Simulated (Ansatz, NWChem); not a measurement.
# CBr2ClF (dibromochlorofluoromethane): the vertical energy of the triplet above the singlet from total energies

The species is CBr2ClF (5 atoms), meant as a singlet with charge 0. As SMILES, `FC(Cl)(Br)Br`. The shape is that of a PBE0-D4/def2-TZVP optimisation.

Both states at this one shape; open shells run unrestricted unless said. 1 Eh = 27.2114 eV.

| level | program | singlet CBr2ClF (Eh) | triplet CBr2ClF (Eh) |
| --- | --- | --- | --- |
| M06-L/cc-pVDZ | NWChem | -5746.170024 | -5746.011274 |
| PBE0/cc-pVDZ | Ansatz | -5745.507755 | -5745.338981 |
| B3LYP/6-31G* (Cartesian functions) | Ansatz | -5745.872696 | -5745.709972 |

Question: Work out the vertical gap, second state less first, at each level.

Answer: 
1. M06-L/cc-pVDZ: -5746.011274 − (-5746.170024) = 0.158750 Eh = 4.32 eV.
2. PBE0/cc-pVDZ: -5745.338981 − (-5745.507755) = 0.168774 Eh = 4.59 eV.
3. B3LYP/6-31G* (Cartesian functions): -5745.709972 − (-5745.872696) = 0.162724 Eh = 4.43 eV.

No measured value is set beside it here; the levels span 4.32 to 4.59 eV. Spin-orbit coupling, which splits open shells on such heavy atoms by tenths of an eV, is left out. All-electron rows are non-relativistic unless named.
